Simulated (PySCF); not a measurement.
C2H3ClN2Si, SMILES C1=N[SiH](N=C1)Cl. Atoms are numbered in the order given.

```xyz
9

Cl     2.0224    -0.4007     0.0000
Si     0.2549     0.6299     0.0000
N     -0.7965     0.1162     1.3465
C     -1.8272    -0.3526     0.7638
C     -1.8272    -0.3526    -0.7638
N     -0.7965     0.1162    -1.3465
H      0.5174     2.0863     0.0000
H     -2.6946    -0.7446     1.3224
H     -2.6946    -0.7446    -1.3224
```

Geometry: PBE0-D3(BJ)/def2-SVP. This is a generated structure with no PubChem entry under its InChIKey; it may be hypothetical.

Two levels are set side by side: PBE/pcSseg-1 (PySCF) and PBE0/pcSseg-1 (PySCF). GIAO shifts against HCl (³⁵Cl), NH3 (¹⁵N), TMS (²⁹Si), TMS (¹H), TMS (¹³C) at the same level; non-relativistic, no solvent, atoms listed together averaged. Without spin–orbit terms, shifts of atoms bonded to Cl or Br come out too high at both levels. Differences are taken from unrounded values.

```tsv
quantity	PBE0	PBE	PBE minus PBE0
δ(³⁵Cl) of Cl1 (ppm)	0.2	9.2	9.0
δ(²⁹Si) of Si2 (ppm)	25.9	26.0	0.1
δ(¹⁵N) of N3, N6 (ppm)	418.1	416.6	-1.5
δ(¹³C) of C4, C5 (ppm)	178.2	175.7	-2.5
δ(¹H) of H7 (ppm)	5.98	6.18	0.20
δ(¹H) of H8, H9 (ppm)	8.71	8.64	-0.07
```

Rough cost on one machine, each run with all the roots and properties that it gave: PBE0 against PBE within a factor of 2.
